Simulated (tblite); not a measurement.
A geometry optimisation, step by step.

CH4GeN (doublet state).
Atom-mapped SMILES: `[H]/[N:1]=[C:2]/[GeH3:3]` (hydrogens: H4 on N1; H5, H6, H7 on Ge3)
Bond orders are those of one Lewis drawing.

Computed with GFN2-xTB (tblite), gas phase: L-BFGS steps from a force-field or distance-geometry start until the largest atomic force falls under 0.01 eV/Å. 14 of its 61 geometries are shown.

Step 0: E = -242.0271 eV, largest atomic force 4.463 eV/Å
```
atom  x, y, z in Å  |  force x, y, z in eV/Å
N1      1.794   -0.301    0.016   -2.458   3.087  -0.219
C2      0.853    0.587   -0.049    3.497  -2.766   0.201
Ge3    -0.974    0.037   -0.001   -1.296  -0.229  -0.042
H4      2.772   -0.001   -0.010   -0.327  -0.154   0.009
H5     -1.273   -0.887   -1.206    0.051   0.406   0.519
H6     -1.897    1.293   -0.086    0.491  -0.654   0.050
H7     -1.270   -0.722    1.309    0.042   0.310  -0.517
```

Step 5: E = -242.2576 eV, largest atomic force 0.246 eV/Å
```
atom  x, y, z in Å  |  force x, y, z in eV/Å
N1      1.789   -0.261    0.014    0.154  -0.069   0.009
C2      0.878    0.561   -0.047   -0.221   0.088  -0.010
Ge3    -1.014    0.026   -0.003    0.245  -0.013   0.015
H4      2.770   -0.008   -0.010    0.033   0.020  -0.002
H5     -1.278   -0.861   -1.171   -0.124   0.000   0.020
H6     -1.866    1.249   -0.083    0.034  -0.033   0.004
H7     -1.276   -0.702    1.273   -0.120   0.006  -0.036
```

Step 9: E = -242.2655 eV, largest atomic force 0.207 eV/Å
```
atom  x, y, z in Å  |  force x, y, z in eV/Å
N1      1.799   -0.252    0.014    0.064  -0.047   0.009
C2      0.877    0.559   -0.048    0.122   0.046  -0.010
Ge3    -0.989    0.020   -0.002   -0.200  -0.053  -0.005
H4      2.779    0.001   -0.011    0.070   0.065  -0.005
H5     -1.308   -0.859   -1.162   -0.049  -0.018  -0.010
H6     -1.850    1.236   -0.082    0.045   0.033  -0.001
H7     -1.305   -0.700    1.263   -0.052  -0.025   0.023
```

Step 14: E = -242.2737 eV, largest atomic force 0.218 eV/Å
```
atom  x, y, z in Å  |  force x, y, z in eV/Å
N1      1.835   -0.242    0.017   -0.068   0.113  -0.005
C2      0.895    0.550   -0.051   -0.037  -0.215   0.008
Ge3    -0.996   -0.001   -0.001    0.102   0.040   0.003
H4      2.811    0.031   -0.013   -0.031   0.034  -0.001
H5     -1.363   -0.866   -1.159    0.007  -0.010  -0.012
H6     -1.819    1.241   -0.081    0.020   0.050  -0.003
H7     -1.360   -0.708    1.262    0.006  -0.012   0.010
```

Step 18: E = -242.2777 eV, largest atomic force 0.166 eV/Å
```
atom  x, y, z in Å  |  force x, y, z in eV/Å
N1      1.852   -0.235    0.020    0.043  -0.158   0.029
C2      0.885    0.517   -0.053   -0.012   0.076  -0.025
Ge3    -0.996   -0.007    0.001   -0.070  -0.039   0.004
H4      2.823    0.058   -0.015   -0.053   0.092  -0.011
H5     -1.383   -0.868   -1.158    0.017   0.028   0.009
H6     -1.796    1.254   -0.081    0.062  -0.015   0.004
H7     -1.381   -0.713    1.261    0.012   0.018  -0.011
```

Step 23: E = -242.2818 eV, largest atomic force 0.060 eV/Å
```
atom  x, y, z in Å  |  force x, y, z in eV/Å
N1      1.867   -0.248    0.030   -0.033   0.044   0.024
C2      0.880    0.478   -0.062   -0.001  -0.023  -0.026
Ge3    -1.002   -0.021    0.003    0.022  -0.008   0.003
H4      2.816    0.109   -0.021    0.004  -0.017  -0.007
H5     -1.401   -0.866   -1.159    0.004   0.007  -0.025
H6     -1.755    1.267   -0.080    0.010  -0.004   0.007
H7     -1.402   -0.715    1.261   -0.005   0.000   0.023
```

Step 28: E = -242.2846 eV, largest atomic force 0.197 eV/Å
```
atom  x, y, z in Å  |  force x, y, z in eV/Å
N1      1.868   -0.232    0.073   -0.044   0.067   0.056
C2      0.865    0.456   -0.107    0.143  -0.109  -0.080
Ge3    -1.004   -0.045    0.011   -0.014   0.072   0.010
H4      2.812    0.125   -0.035   -0.014  -0.003  -0.012
H5     -1.405   -0.850   -1.183    0.014   0.006   0.077
H6     -1.714    1.266   -0.070   -0.071   0.014   0.015
H7     -1.419   -0.715    1.282   -0.014  -0.047  -0.067
```

Step 32: E = -242.2612 eV, largest atomic force 1.559 eV/Å
```
atom  x, y, z in Å  |  force x, y, z in eV/Å
N1      1.869   -0.260    0.028   -0.917   1.152  -0.116
C2      0.873    0.489   -0.057    1.136  -1.063   0.097
Ge3    -1.003   -0.035    0.003    0.006   0.135  -0.039
H4      2.817    0.121   -0.021   -0.250  -0.171   0.018
H5     -1.407   -0.866   -1.172    0.031   0.013   0.055
H6     -1.739    1.266   -0.082   -0.023  -0.046   0.008
H7     -1.406   -0.710    1.273    0.016  -0.019  -0.024
```

Step 37: E = -242.3297 eV, largest atomic force 0.229 eV/Å
```
atom  x, y, z in Å  |  force x, y, z in eV/Å
N1      1.895   -0.147    0.201   -0.170   0.078   0.079
C2      0.859    0.329   -0.254    0.196  -0.099  -0.065
Ge3    -1.005   -0.058    0.034   -0.033   0.041   0.032
H4      2.823    0.156   -0.073    0.012  -0.002  -0.045
H5     -1.429   -0.815   -1.181    0.004  -0.004   0.055
H6     -1.652    1.287   -0.035   -0.026   0.005   0.033
H7     -1.488   -0.748    1.282    0.019  -0.020  -0.089
```

Step 42: E = -242.3408 eV, largest atomic force 0.047 eV/Å
```
atom  x, y, z in Å  |  force x, y, z in eV/Å
N1      1.893   -0.101    0.242   -0.026   0.031   0.018
C2      0.870    0.297   -0.304   -0.014  -0.014   0.003
Ge3    -1.000   -0.037    0.041    0.000  -0.006  -0.033
H4      2.827    0.124   -0.083   -0.005  -0.002   0.006
H5     -1.424   -0.807   -1.163   -0.031  -0.005  -0.025
H6     -1.673    1.294   -0.019    0.046  -0.004   0.011
H7     -1.489   -0.766    1.260    0.030   0.001   0.020
```

Step 46: E = -242.3441 eV, largest atomic force 0.046 eV/Å
```
atom  x, y, z in Å  |  force x, y, z in eV/Å
N1      1.893   -0.066    0.266    0.003  -0.034   0.013
C2      0.864    0.247   -0.321   -0.014   0.005  -0.044
Ge3    -1.003   -0.053    0.032   -0.012   0.011  -0.016
H4      2.821    0.145   -0.086    0.028   0.023   0.025
H5     -1.465   -0.804   -1.173   -0.017   0.024   0.007
H6     -1.614    1.309    0.000   -0.001  -0.025  -0.010
H7     -1.492   -0.773    1.255    0.014  -0.004   0.025
```

Step 51: E = -242.3453 eV, largest atomic force 0.070 eV/Å
```
atom  x, y, z in Å  |  force x, y, z in eV/Å
N1      1.891   -0.073    0.262   -0.052   0.029  -0.033
C2      0.866    0.241   -0.334    0.057  -0.021   0.034
Ge3    -1.002   -0.060    0.030    0.007  -0.001  -0.001
H4      2.822    0.159   -0.069   -0.008  -0.010   0.013
H5     -1.484   -0.794   -1.175   -0.020  -0.017   0.001
H6     -1.606    1.303   -0.003   -0.009   0.016   0.009
H7     -1.485   -0.771    1.263    0.026   0.005  -0.023
```

Step 55: E = -242.3460 eV, largest atomic force 0.063 eV/Å
```
atom  x, y, z in Å  |  force x, y, z in eV/Å
N1      1.884   -0.057    0.270    0.039  -0.030   0.039
C2      0.869    0.224   -0.355   -0.039   0.030  -0.024
Ge3    -1.001   -0.060    0.023   -0.005   0.004  -0.014
H4      2.822    0.157   -0.054    0.003   0.005  -0.003
H5     -1.507   -0.789   -1.176   -0.012  -0.013   0.006
H6     -1.599    1.306    0.005    0.002   0.002   0.004
H7     -1.465   -0.775    1.260    0.011   0.002  -0.008
```

Step 60: E = -242.3464 eV, largest atomic force 0.009 eV/Å
```
atom  x, y, z in Å  |  force x, y, z in eV/Å
N1      1.879   -0.067    0.270    0.000   0.003  -0.004
C2      0.870    0.237   -0.356   -0.006   0.002   0.000
Ge3    -1.000   -0.056    0.015    0.003  -0.001   0.008
H4      2.820    0.152   -0.043   -0.002  -0.003   0.003
H5     -1.513   -0.795   -1.175    0.000  -0.002  -0.001
H6     -1.610    1.305    0.004    0.004   0.004  -0.004
H7     -1.443   -0.771    1.259    0.001  -0.004  -0.001
```

Q: Summarise the path.

A: The energy falls by 7.36 kcal/mol from step 0 to step 60; nine tenths of that is first reached at step 35. It rises by more than 0.2 meV at steps 29, 32 and 36. The largest force goes from 4.463 to 0.009 eV/Å. Among the bonds N1=C2 changes most (a near tie, within 0.001 Å, with another), from 1.296 to 1.226 Å; the atoms move by 0.286 Å rms after alignment.

Q: Follow the three bonds and two angles with the largest change from start to end.

A: 
| step | E above end (kcal/mol) | largest force (eV/Å) | N1=C2 (Å) | Ge3–H6 (Å) | Ge3–H5 (Å) | N1–C2–Ge3 (°) | C2–Ge3–H7 (°) |
| --- | --- | --- | --- | --- | --- | --- | --- |
| 0 | 7.36 | 4.463 | 1.296 | 1.561 | 1.548 | 119.7 | 110.3 |
| 3 | 2.49 | 0.440 | 1.234 | 1.523 | 1.517 | 121.3 | 108.8 |
| 5 | 2.05 | 0.246 | 1.229 | 1.493 | 1.490 | 122.0 | 108.7 |
| 8 | 1.91 | 0.201 | 1.231 | 1.492 | 1.488 | 122.4 | 110.3 |
| 10 | 1.81 | 0.218 | 1.228 | 1.491 | 1.492 | 122.2 | 111.8 |
| 13 | 1.71 | 0.201 | 1.230 | 1.490 | 1.492 | 122.7 | 112.7 |
| 16 | 1.62 | 0.121 | 1.230 | 1.495 | 1.494 | 125.2 | 113.2 |
| 18 | 1.59 | 0.166 | 1.227 | 1.496 | 1.495 | 126.4 | 113.5 |
| 21 | 1.50 | 0.080 | 1.228 | 1.495 | 1.492 | 128.8 | 114.0 |
| 23 | 1.49 | 0.060 | 1.229 | 1.494 | 1.491 | 128.5 | 114.0 |
| 26 | 1.47 | 0.150 | 1.230 | 1.493 | 1.492 | 128.2 | 114.4 |
| 29 | 1.48 | 1.219 | 1.240 | 1.495 | 1.499 | 131.0 | 119.0 |
| 31 | 1.21 | 0.214 | 1.226 | 1.492 | 1.495 | 131.2 | 118.2 |
| 34 | 0.94 | 0.499 | 1.221 | 1.489 | 1.493 | 131.5 | 119.3 |
| 37 | 0.39 | 0.229 | 1.227 | 1.493 | 1.493 | 133.2 | 121.8 |
| 39 | 0.17 | 0.326 | 1.230 | 1.490 | 1.490 | 131.7 | 123.1 |
| 42 | 0.13 | 0.047 | 1.225 | 1.493 | 1.491 | 132.3 | 123.0 |
| 44 | 0.09 | 0.053 | 1.225 | 1.493 | 1.493 | 132.6 | 123.0 |
| 47 | 0.05 | 0.036 | 1.225 | 1.492 | 1.492 | 133.5 | 122.7 |
| 50 | 0.04 | 0.050 | 1.226 | 1.490 | 1.491 | 133.2 | 122.7 |
| 52 | 0.02 | 0.059 | 1.226 | 1.492 | 1.492 | 132.4 | 122.6 |
| 55 | 0.01 | 0.063 | 1.225 | 1.492 | 1.492 | 132.1 | 122.1 |
| 57 | 0.01 | 0.086 | 1.225 | 1.491 | 1.491 | 131.9 | 121.7 |
| 60 | 0.00 | 0.009 | 1.226 | 1.492 | 1.492 | 131.5 | 121.2 |

The cost below is that of the whole relaxation. The run took 0.38 s of wall time on one thread of an Intel Xeon at 2.70 GHz, shared host.
